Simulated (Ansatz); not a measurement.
Consider the homolysis of the Si–Si bond: `O[SiH]([SiH3])[SiH2]S` → `[SiH2]S`• + `O[SiH][SiH3]`•.

Gas-phase electronic energies from Ansatz, PBE0-D4/def2-TZVP geometries. CCSD(T)/CBS is the MP2 limit (def2-TZVPP, def2-QZVPP) plus CCSD(T) − MP2 in def2-TZVPP, frozen cores. DFT in def2-TZVPP. B3LYP here is the variant with VWN-RPA as its local correlation; programs differ in this. HSE06 is defined as in plane-wave codes. Open shells (•) are unrestricted, without spin–orbit coupling. One conformer a species, not always the lowest.

`O[SiH]([SiH3])[SiH2]S`:

Z-matrix (Å, degrees):
```
Si
Si 1 2.338
Si 1 2.345 2 114.3
O 1 1.656 2 109.0 3 -118.5
H 1 1.496 2 109.4 3 119.5
H 2 1.487 1 110.3 3 56.7
H 2 1.489 1 108.2 3 -62.1
H 2 1.487 1 111.7 3 178.2
S 3 2.160 1 104.6 2 -158.2
H 3 1.486 1 112.8 2 -46.7
H 3 1.488 1 115.1 2 79.3
H 4 0.963 1 114.5 2 153.1
H 9 1.344 3 94.8 1 -63.3
```

`[SiH2]S`•:

```xyz
5

Si    0.163    0.684   -0.263
S     0.531   -1.185    0.695
H    -1.202    0.727   -0.865
H     0.288    1.700    0.816
H     0.220   -1.926   -0.383
```

`O[SiH][SiH3]`•:

```xyz
8

O     1.515    0.226    1.535
Si    1.177    0.302   -0.086
Si   -1.024   -0.288   -0.635
H     1.304   -0.595    1.984
H     1.524    1.696   -0.479
H    -1.156   -0.247   -2.116
H    -2.069    0.589   -0.032
H    -1.271   -1.682   -0.172
```

```tsv
level	ΔE (eV)	difference from CCSD(T)/CBS
LDA (SPW92)	3.48	0.14
PBE-D4	3.11	-0.23
BLYP-D4	3.00	-0.34
r2SCAN-D4	3.02	-0.32
B97M-V	3.21	-0.13
B3LYP-D4	3.11	-0.23
r2SCANh-D4	3.03	-0.31
r2SCAN0-D4	3.05	-0.29
HSE06-D4	3.17	-0.17
BHLYP-D4	3.18	-0.16
CAM-B3LYP-D4	3.15	-0.19
ωB97X-V	3.34	0.00
ωB97M-V	3.31	-0.03
PBE-QIDH	3.23	-0.11
PBE	2.98	-0.36
revPBE	2.79	-0.55
r2SCAN	2.99	-0.35
PBE0	3.06	-0.28
B3LYP	2.90	-0.44
r2SCANh	2.99	-0.35
r2SCAN0	3.01	-0.33
HSE06	3.06	-0.28
BHLYP	2.99	-0.35
CAM-B3LYP	3.02	-0.32
LC-ωPBE	3.10	-0.24
RPA@PBE/def2-TZVPP	3.04	-0.30
HF/def2-SVP	2.40	-0.94
MP2/def2-SVP	3.14	-0.20
CCSD/def2-SVP	3.05	-0.29
CCSD(T)/def2-SVP	3.10	-0.24
HF/def2-TZVPP	2.33	-1.01
MP2/def2-TZVPP	3.27	-0.07
SCS-MP2/def2-TZVPP	3.27	-0.07
CCSD/def2-TZVPP	3.15	-0.19
CCSD(T)/def2-TZVPP	3.22	-0.12
HF/def2-QZVPP	2.31	-1.03
MP2/def2-QZVPP	3.34	0.00
SCS-MP2/def2-QZVPP	3.34	0.00
HF/CBS(def2)	2.31	-1.03
MP2/CBS(def2)	3.39	0.05
CCSD(T)/CBS	3.34	0
```

(1) What do rigid-rotor, harmonic-oscillator terms from PBE0-D4/def2-TZVP frequencies (298.15 K, 1 bar) make of the CCSD(T)/CBS value? (Best estimate.)

Largest T1 diagnostic among the species: 0.016.

Answers

(1) Computed: ΔZPE = -0.11 eV, ΔH = +3.24 eV, ΔS = 173 J/(mol·K), ΔG = +2.71 eV. Open shells count their whole term as degenerate. Modes under 50 cm⁻¹ make the entropy rough.

Leaving LDA and LC-ωPBE aside and taking each functional with its dispersion term where it has one, the values spread over 0.35 eV, from BLYP-D4 to ωB97X-V. LDA lies +0.49 eV from PBE without D4, its usual overbinding. At CCSD(T), def2-SVP lies −0.24 eV from the extrapolated value and def2-TZVPP −0.12 eV: correlation converges slowly with the basis, and small sets miss more of it in the bonded molecule than in its fragments. In def2-TZVPP, CCSD(T) changes the Hartree–Fock value by +0.89 eV (the triples alone add +0.07 eV) and MP2 by +0.95 eV; breaking electron pairs costs correlation energy, which Hartree–Fock lacks.

CCSD(T)/CBS has its own doubt, a few kJ/mol and more with outer-core shells, so smaller differences from it don't rank the levels.
